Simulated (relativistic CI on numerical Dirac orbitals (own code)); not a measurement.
## Co³⁺ in a cubic cluster: 1s photoemission with charge transfer

Computed with a charge-transfer multiplet model of a cubic metal-ligand cluster with up to 2 ligand holes, Slater and spin-orbit integrals from Dirac-Coulomb-Breit ions, Slater integrals scaled by 0.9. The ground state mixes d6 with configurations of k ligand holes L, whose averages lie at kΔ + k(k − 1)U_dd/2; a core hole lowers each added d electron by U_cd. 300 K, Lorentzian 1.1 eV and Gaussian 0.6 eV FWHM.

Atomic integrals in eV (Slater integrals scaled, ζ unscaled), ground: F2dd 11.345, F4dd 7.087, zeta_d 0.071; with the core hole: F2dd 12.835, F4dd 8.055, zeta_d 0.101, G2cd 0.074.

Cluster parameters (eV): Δ = 2, U_dd = 7.7, 10Dq = 0.6, 10Dq(ligand) = 0.5, V(eg) = 3.25, V(t2g) = -1.59, final-state hopping factor = 0.8.

```tsv
Case	n_d	d6	d7L	d8L2	S
U_cd = 8.5 eV	6.45	0.59	0.38	0.04	1.99
U_cd = 9.1 eV	6.45	0.59	0.38	0.04	1.99
U_cd = 9.7 eV	6.45	0.59	0.38	0.04	1.99
U_cd = 10.3 eV	6.45	0.59	0.38	0.04	1.99
U_cd = 10.9 eV	6.45	0.59	0.38	0.04	1.99
```

Weights, n_d and S are thermal averages at 300 K. Binding energies count from the first peak over 30 % of the highest in each spectrum, which can be another peak from case to case. The parameters are a model scan and need not match a compound or its usual spin state. Peaks in eV (height, largest 100):
- U_cd = 8.5 eV: 0.0 (100), 4.7 (5), 8.1 (25)
- U_cd = 9.1 eV: 0.0 (100), 4.6 (5), 8.1 (24), 13.6 (7)
- U_cd = 9.7 eV: 0.0 (100), 8.0 (24), 9.4 (19), 13.9 (11)
- U_cd = 10.3 eV: 0.0 (100), 7.9 (24), 9.4 (23), 14.3 (16)
- U_cd = 10.9 eV: 0.0 (100), 7.8 (24), 9.5 (26), 14.8 (22)

For the case U_cd = 9.1 eV, Δ = 2 eV is smaller than U_dd = 7.7 eV, the charge-transfer side of the Zaanen-Sawatzky-Allen scheme. With the core hole the configuration with one ligand hole lies at Δ − U_cd = -6.5, -7.1, -7.7, -8.3, -8.9 eV from the one without, in the order of the table; where this is negative the screened configuration lies lower.

With at most 2 ligand holes the space is cut while the next configuration still counts, so covalency is underestimated, and a final configuration with one more ligand hole, which can lie low, is missing from the spectra.
